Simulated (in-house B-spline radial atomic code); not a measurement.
RPA and G0W0 for Cs⁺, [Kr] 4d10 5s2 5p6, as one setting changes: the radius of a hard wall (bohr). Start: Hartree-Fock. A dash marks a level of low quasi-particle weight. Computed with a B-spline radial code for spherical atoms: all electrons, scalar-relativistic (spin-free one-electron X2C), finite nucleus, each spin shell either full or empty, empty states to l = 9 with an (l + 1/2)⁻⁴ tail; G0W0 by contour deformation at full frequency.

Spin-orbit coupling, left out, splits p levels strongly here.

```csv
radius of a hard wall (bohr),mean-field level (eV),G0W0 level (eV),RPA correlation (Eh)
2,55.13,5p 53.52,-4.2238
2.5,?,?,?
3,-9.930,5p -11.159,-4.0189
3.5,-17.297,5p -18.402,-3.9835
4,-20.630,5p -21.630,-3.9655
5,-22.883,5p -23.732,-3.9525
6,?,?,?
8,-23.447,5p -24.189,-3.948
12,-23.449,5p -24.188,-3.947
```

Task: What belongs in the row for 6?

Result: mean-field level (eV): -23.348; G0W0 level (eV): 5p -24.122; RPA correlation (Eh): -3.9494.

Task: What belongs in the row for 2.5?

Result: mean-field level (eV): 7.507; G0W0 level (eV): 5p 6.129; RPA correlation (Eh): -4.086.
